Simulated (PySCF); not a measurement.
Se(F)(SiH3) (FH3SeSi), SMILES F[Se][SiH3]. Atoms are numbered in the order given.

```xyz
6

Se     0.4294    -0.5453     0.0000
F     -1.2315    -1.2396     0.0000
Si    -0.1944     1.6657     0.0000
H     -0.9689     2.0205     1.2249
H     -0.9689     2.0205    -1.2249
H      1.1440     2.3349     0.0000
```
Charge 0, spin multiplicity 1.

Coordinates come from a PBE-D3(BJ)/def2-TZVP optimisation.

Method: B3LYP/def2-TZVPD (PySCF).

Mulliken values depend strongly on the basis, most of all with diffuse functions as here. ESP charges are fitted to the potential on shells at 1.4 to 2.0 van der Waals radii. Atomic charges (e):

| atom | Mulliken | ESP fit |
|---|---|---|
| Se1 | 0.20 | 0.07 |
| F2 | -0.37 | -0.17 |
| Si3 | 0.40 | 0.01 |
| H4 | -0.07 | 0.03 |
| H5 | -0.07 | 0.03 |
| H6 | -0.09 | 0.04 |
